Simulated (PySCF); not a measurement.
# Re: electron affinity

Re⁻ [Xe] 4f14 5d6 6s2 (5D) → Re [Xe] 4f14 5d5 6s2 (6S), as a difference of total energies. All numbers are calculated (PySCF 2.14, the spin-free X2C one-electron Hamiltonian (Gaussian nucleus), in x2c-TZVPPall with one added diffuse shell each of s, p, d, f type (12s8p8d4f1g, 113 functions)). The calculations carry no spin-orbit coupling.

```json
{"method": "UHF", "electron affinity (eV)": "-1.878"}
{"method": "BLYP", "electron affinity (eV)": "0.205"}
{"method": "HSE06", "electron affinity (eV)": "-0.124"}
{"method": "PBEsol", "electron affinity (eV)": "0.175"}
```

The reference lies between the lowest fine-structure levels, while these numbers refer to the centres of the terms.

A negative affinity means that the anion lies above the atom at that level of theory.

In the anion the highest occupied orbital energy is positive at BLYP, HSE06, PBEsol, a self-interaction effect; the basis confines that electron, and the energy difference can still be sensible.

For comparison: 0.060 eV (measured; photodetachment measurements, as compiled on the Wikipedia data page of electron affinities).
